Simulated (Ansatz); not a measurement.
Results of the Gaussian-basis code of Ansatz.

A structure relaxed at PBE0-D4/def2-TZVP, charge 0, multiplicity 1:

```tsv
atom	x (Å)	y (Å)	z (Å)
F1	0.9767	-1.9121	-0.8984
Zr2	0.0276	-0.3054	-0.6087
F3	-0.8392	0.3905	-2.1354
S4	1.6752	1.2587	0.2718
S5	-1.7352	-0.5973	1.0478
H6	0.7335	2.2179	0.3767
H7	-0.8386	-1.0523	1.9463
```

(1) Give its formula and SMILES.

(2) Point group (tolerance 0.08 Å, 0.16 Å for H)?

(3) Summarise the bond lengths by kind.

Results:

(1) F2H2S2Zr, `[F][Zr]([F])([SH])[SH]`.

(2) C2.

(3) 2 × F–Zr 1.888 Å; 2 × S–Zr 2.436 Å; 2 × H–S 1.348 Å.
